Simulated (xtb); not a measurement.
Job for xtb: GFN2-xTB on C2H3BO2 (SMILES C#CB(O)O), a point of a torsion scan.

```
$ xtb mol.xyz --gfn 2 --opt vtight --chrg 0 --uhf 0 --input xcontrol
8

C      1.94019100     0.44032141     0.17187559
C      0.86609156    -0.05050408    -0.07611802
B     -0.51955808    -0.66313735    -0.40610246
O     -1.23123878    -1.25849710     0.74090821
O     -1.35957048     0.13985333    -1.31550433
H      2.89696068     0.86574744     0.37804774
H     -1.96998509    -0.60824876     0.92005936
H     -1.36920551     1.05453581    -0.91771627
$constrain
  force constant=1.0
  dihedral: 5,3,4,7,330.0
$end
```

The log:

```
[...]
           -------------------------------------------------
          |                Calculation Setup                |
           -------------------------------------------------



           -------------------------------------------------
          |                 G F N 2 - x T B                 |
           -------------------------------------------------

        Reference                      10.1021/acs.jctc.8b01176
      * Hamiltonian:
        H0-scaling (s, p, d)           1.850000    2.230000    2.230000
        zeta-weighting                 0.500000
      * Dispersion:
        s8                             2.700000
        a1                             0.520000
        a2                             5.000000
        s9                             5.000000
      * Repulsion:
        kExp                           1.500000    1.000000
        rExp                           1.000000
      * Coulomb:
        alpha                          2.000000
        third order                    shell-resolved
        anisotropic                    true
        a3                             3.000000
        a5                             4.000000
        cn-shift                       1.200000
        cn-exp                         4.000000
        max-rad                        5.000000


          ...................................................
          :                      SETUP                      :
          :.................................................:
          :  # basis functions                  23          :
          :  # atomic orbitals                  23          :
          :  # shells                           13          :
          :  # electrons                        26          :
          :  max. iterations                   250          :
          :  Hamiltonian                  GFN2-xTB          :
          :  restarted?                      false          :
          :  GBSA solvation                  false          :
          :  PC potential                    false          :
          :  electronic temp.          300.0000000     K    :
          :  accuracy                    1.0000000          :
          :  -> integral cutoff          0.2500000E+02      :
          :  -> integral neglect         0.1000000E-07      :
          :  -> SCF convergence          0.1000000E-05 Eh   :
          :  -> wf. convergence          0.1000000E-03 e    :
          :  Broyden damping             0.4000000          :
          :  net charge                          0          :
          :  unpaired electrons                  0          :
          ...................................................

 iter      E             dE          RMSdq      gap      omega  full diag
   1    -15.1246263 -0.151246E+02  0.102E+01    5.36       0.0  T
   2    -15.2589966 -0.134370E+00  0.641E+00    3.10       1.0  T
   3    -15.2509063  0.809032E-02  0.304E+00    4.60       1.0  T
   4    -15.2918672 -0.409609E-01  0.740E-01    3.71       1.0  T
   5    -15.2955754 -0.370820E-02  0.385E-01    3.98       1.0  T
   6    -15.2951928  0.382573E-03  0.363E-01    4.01       1.0  T
   7    -15.2959841 -0.791320E-03  0.999E-02    3.92       1.0  T
   8    -15.2960654 -0.813283E-04  0.186E-02    3.95       1.9  T
   9    -15.2960662 -0.757549E-06  0.106E-02    3.95       3.3  T
  10    -15.2960671 -0.915831E-06  0.196E-03    3.95      18.0  T
  11    -15.2960671 -0.195040E-07  0.521E-04    3.95      67.9  T
  12    -15.2960671 -0.169837E-08  0.156E-04    3.95     227.3  T

   *** convergence criteria satisfied after 12 iterations ***

         #    Occupation            Energy/Eh            Energy/eV
      -------------------------------------------------------------
         1        2.0000           -0.6795349             -18.4911
       ...           ...                  ...                  ...
         7        2.0000           -0.5232179             -14.2375
         8        2.0000           -0.4994283             -13.5901
         9        2.0000           -0.4798620             -13.0577
        10        2.0000           -0.4521221             -12.3029
        11        2.0000           -0.4378096             -11.9134
        12        2.0000           -0.4320328             -11.7562
        13        2.0000           -0.4253637             -11.5747 (HOMO)
        14                         -0.2801959              -7.6245 (LUMO)
        15                         -0.1836047              -4.9961
        16                         -0.1473998              -4.0110
        17                          0.0544396               1.4814
        18                          0.0769694               2.0944
       ...                                ...                  ...
        23                          1.3190528              35.8933
      -------------------------------------------------------------
                  HL-Gap            0.1451679 Eh            3.9502 eV
             Fermi-
[...]
      ...
        23                          1.3807893              37.5732
      -------------------------------------------------------------
                  HL-Gap            0.2031245 Eh            5.5273 eV
             Fermi-level           -0.3147181 Eh           -8.5639 eV

 SCC (total)                   0 d,  0 h,  0 min,  0.003 sec
 SCC setup                      ...        0 min,  0.000 sec (  2.228%)
 Dispersion                     ...        0 min,  0.000 sec (  0.971%)
 classical contributions        ...        0 min,  0.000 sec (  0.387%)
 integral evaluation            ...        0 min,  0.001 sec ( 21.215%)
 iterations                     ...        0 min,  0.001 sec ( 28.402%)
 molecular gradient             ...        0 min,  0.001 sec ( 41.679%)
 printout                       ...        0 min,  0.000 sec (  4.673%)

         :::::::::::::::::::::::::::::::::::::::::::::::::::::
         ::                     SUMMARY                     ::
         :::::::::::::::::::::::::::::::::::::::::::::::::::::
         :: total energy             -15.178835450158 Eh    ::
         :: gradient norm              0.000092900439 Eh/a0 ::
         :: HOMO-LUMO gap              5.527298048203 eV    ::
         ::.................................................::
         :: SCC energy               -15.389671804513 Eh    ::
         :: -> isotropic ES            0.076634048875 Eh    ::
         :: -> anisotropic ES          0.002711343402 Eh    ::
         :: -> anisotropic XC          0.006856587258 Eh    ::
         :: -> dispersion             -0.003230165166 Eh    ::
         :: repulsion energy           0.210747177747 Eh    ::
         :: add. restraining           0.000089176608 Eh    ::
         :: total charge              -0.000000000000 e     ::
         :::::::::::::::::::::::::::::::::::::::::::::::::::::

           -------------------------------------------------
          |                Property Printout                |
           -------------------------------------------------

    * Orbital Energies and Occupations

         #    Occupation            Energy/Eh            Energy/eV
      -------------------------------------------------------------
         1        2.0000           -0.6869921             -18.6940
         2        2.0000           -0.6796072             -18.4931
         3        2.0000           -0.6044042             -16.4467
         4        2.0000           -0.5895585             -16.0427
         5        2.0000           -0.5766620             -15.6918
         6        2.0000           -0.5328860             -14.5006
         7        2.0000           -0.5056023             -13.7581
         8        2.0000           -0.5048677             -13.7381
         9        2.0000           -0.4767483             -12.9730
        10        2.0000           -0.4559955             -12.4083
        11        2.0000           -0.4307622             -11.7216
        12        2.0000           -0.4195331             -11.4161
        13        2.0000           -0.4162803             -11.3276 (HOMO)
        14                         -0.2131558              -5.8003 (LUMO)
        15                         -0.1610700              -4.3829
        16                         -0.0733789              -1.9967
        17                          0.0719352               1.9575
        18                          0.1183264               3.2198
        19                          0.1736855               4.7262
        20                          0.3498238               9.5192
        21                          0.4989660              13.5776
        22                          0.5276060              14.3569
        23                          1.3807893              37.5732
      -------------------------------------------------------------
                  HL-Gap            0.2031245 Eh            5.5273 eV
             Fermi-level           -0.3147181 Eh           -8.5639 eV

     #   Z          covCN         q      C6AA      α(0)
     1   6 C        1.909    -0.082    33.349     9.326
     2   6 C        1.884    -0.117    34.380     9.470
     3   5 B        2.478     0.448    17.176     7.312
     4   8 O        1.594    -0.456    22.003     6.330
     5   8 O        1.593    -0.475    22.390     6.386
     6   1 H        0.928     0.075     2.031     2.229
     7   1 H        0.806     0.308     0.697     1.311
     8   1 H        0.806     0.298     0.725     1.338

 Mol. C6AA /au·bohr⁶  :        794.183558
 Mol. C8AA /au·bohr⁸  :      19945.493949
 Mol. α(0) /au        :         43.702492


Wiberg/Mayer (AO) data.
largest (>0.10) Wiberg bond orders for each atom

 ---------------------------------------------------------------------------
     #   Z sym  total        # sym  WBO       # sym  WBO       # sym  WBO
 ---------------------------------------------------------------------------
     1   6 C    3.971 --     2 C    2.917     6 H    0.968
     2   6 C    3.952 --     1 C    2.917     3 B    0.980
     3   5 B    3.376 --     4 O    1.183     5 O    1.153     2 C    0.980
     4   8 O    2.170 --     3 B    1.183     7 H    0.881
     5   8 O    2.156 --     3 B    1.153     8 H    0.893
     6   1 H    0.994 --     1 C    0.968
     7   1 H    0.905 --     4 O    0.881
     8   1 H    0.911 --     5 O    0.893
 ---------------------------------------------------------------------------

Topologies differ in total number of bonds
Writing topology from bond orders to xtbtopo.mol

molecular dipole:
                 x           y           z       tot (Debye)
 q only:       -0.142       0.432      -0.142
   full:       -0.192       0.629      -0.218       1.762
molecular quadrupole (traceless):
                xx          xy          yy          xz          yz          zz
 q only:        1.441       1.005      -1.232      -1.876      -1.128      -0.209
  q+dip:        5.896       2.679      -3.446      -2.029      -0.924      -2.449
   full:        3.365       1.645      -2.281      -2.558      -0.811      -1.084

           -------------------------------------------------
          |                Geometry Summary                 |
           -------------------------------------------------

      molecular mass/u    :       69.8551319
   center of mass at/Å    :       -0.2357984      -0.1384540      -0.0307966
  moments of inertia/u·Å² :        0.4919137E+02   0.1362968E+03   0.1852159E+03
rotational constants/cm⁻¹ :        0.3426949E+00   0.1236832E+00   0.9101613E-01

 * 5 selected distances

     #   Z          #   Z                                           value/Å
     1   6 C        2   6 C                                       1.2018844
     3   5 B        4   8 O                                       1.3500263
     3   5 B        5   8 O                                       1.3626947 (max)
     4   8 O        7   1 H                                       0.9560335
     5   8 O        8   1 H                                       0.9548658 (min)

 * 3 distinct bonds (by element types)

   Z      Z             #   av. dist./Å        max./Å        min./Å
   6 C    6 C           1     1.2018844     1.2018844     1.2018844
   1 H    8 O           2     0.9554497     0.9560335     0.9548658
   5 B    8 O           2     1.3563605     1.3626947     1.3500263


optimized geometry written to: xtbopt.xyz


           -------------------------------------------------
          | TOTAL ENERGY              -15.178835450158 Eh   |
          | GRADIENT NORM               0.000092900439 Eh/α |
          | HOMO-LUMO GAP               5.527298048203 eV   |
           -------------------------------------------------

------------------------------------------------------------------------
------------------------------------------------------------------------
 total:
 SCF:
Note: The following floating-point exceptions are signalling: IEEE_UNDERFLOW_FLAG IEEE_DENORMAL
normal termination of xtb
 ANC optimizer:
```

The run finished.

Warnings raised: the energy holds the restraint's term.

Cost: roughly 0.16 core-seconds.
